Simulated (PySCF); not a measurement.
Effect of structural changes

Method: TDDFT B3LYP/def2-SVPD circular dichroism and optical rotation, one conformer, gas phase (PySCF). Geometry: GFN2-xTB.

Each molecule in one low-energy conformer. The parent is C[C@@H]1CC[Si@@](N)(F)C1.

The molecule is flexible and this is one conformer; a measurement averages over conformers.

Task: How does the specific rotation at 589.3 nm (origin-invariant length gauge) change along this series?
- C[C@@H]1CC[Si@@](N)(F)C1 (base)
- C[C@@H]1CC[Si@](N)(F)C1 (diastereomer)

Result: 
```csv
molecule,[α]589 (deg dm⁻¹ (g/mL)⁻¹),S1 (eV),"R(S1), velocity form (10⁻⁴⁰ esu² cm²)"
C[C@@H]1CC[Si@@](N)(F)C1,-8.6,6.73,-6.1
C[C@@H]1CC[Si@](N)(F)C1,-4.9,6.18,-11.5
```
The specific rotation at 589.3 nm (origin-invariant length gauge) is lowest for C[C@@H]1CC[Si@@](N)(F)C1 and highest for C[C@@H]1CC[Si@](N)(F)C1.
